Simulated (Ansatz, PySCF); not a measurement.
This triplet is an excited state, 3.49 eV above the relaxed singlet at the level frozen-core CCSD(T)/cc-pVTZ // B3LYP-D3(BJ)/def2-TZVP (Ansatz, an electronic-structure program).

Cartesian coordinates (Å):
SMILES: [Ge]([F])[F]
```xyz
3

F      1.4765    -0.3143     0.0000
Ge    -0.0011     0.6337     0.0000
F     -1.4754    -0.3195     0.0000
```
Charge 0, spin multiplicity 3.

**Question.** Estimate the total energy, highest occupied spin orbital and dipole moment that PBE-D3(BJ)/def2-TZVP // B3LYP-D3(BJ)/def2-TZVP in PySCF returns for this input.

**Answer.** 
The total energy comes out as -61939.57 eV and the highest occupied spin orbital is -4.21 eV. The dipole moment is 1.65 D.
